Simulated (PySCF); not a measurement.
Computed IR spectrum (relative IR intensity) of a molecule C4H10N, multiplicity 2. The structure is a stationary point at PBE0-D3(BJ)/def2-SVP. One conformer was computed; it need not be the lowest. The numbers are results of PBE0-D3(BJ)/def2-SVP run with PySCF 2.14.0, not measurements. No scaling factor is applied to the harmonic values.

Lines under 2 % of the strongest are left out, and lines within 2 cm⁻¹ are merged.

```json
[
 {"ν (cm⁻¹)": "280", "relative intensity": "3.1"},
 {"ν (cm⁻¹)": "449", "relative intensity": "39"},
 {"ν (cm⁻¹)": "510", "relative intensity": "13"},
 {"ν (cm⁻¹)": "749", "relative intensity": "100"},
 {"ν (cm⁻¹)": "806", "relative intensity": "8.5"},
 {"ν (cm⁻¹)": "938", "relative intensity": "6.1"},
 {"ν (cm⁻¹)": "969", "relative intensity": "2.7"},
 {"ν (cm⁻¹)": "1084", "relative intensity": "3.5"},
 {"ν (cm⁻¹)": "1135", "relative intensity": "3.7"},
 {"ν (cm⁻¹)": "1145", "relative intensity": "11"},
 {"ν (cm⁻¹)": "1219", "relative intensity": "40"},
 {"ν (cm⁻¹)": "1261", "relative intensity": "3.2"},
 {"ν (cm⁻¹)": "1308", "relative intensity": "11"},
 {"ν (cm⁻¹)": "1356", "relative intensity": "10"},
 {"ν (cm⁻¹)": "1408", "relative intensity": "11"},
 {"ν (cm⁻¹)": "1427", "relative intensity": "9.0"},
 {"ν (cm⁻¹)": "1435", "relative intensity": "8.4"},
 {"ν (cm⁻¹)": "1457", "relative intensity": "9.2"},
 {"ν (cm⁻¹)": "1473", "relative intensity": "5.5"},
 {"ν (cm⁻¹)": "1495", "relative intensity": "10"},
 {"ν (cm⁻¹)": "1507", "relative intensity": "26"},
 {"ν (cm⁻¹)": "2946", "relative intensity": "86"},
 {"ν (cm⁻¹)": "2976", "relative intensity": "31"},
 {"ν (cm⁻¹)": "3042", "relative intensity": "32"},
 {"ν (cm⁻¹)": "3053", "relative intensity": "17"},
 {"ν (cm⁻¹)": "3061", "relative intensity": "30"},
 {"ν (cm⁻¹)": "3143", "relative intensity": "27"},
 {"ν (cm⁻¹)": "3162", "relative intensity": "7.3"},
 {"ν (cm⁻¹)": "3165", "relative intensity": "18"},
 {"ν (cm⁻¹)": "3279", "relative intensity": "9.6"}
]
```

Problem. Which molecule gave these data?
A) C[CH]NCC
B) [CH2]CN(C)C
C) [CH2]C(C)(C)N
D) [CH2]CNCC

Solution. D, [CH2]CNCC
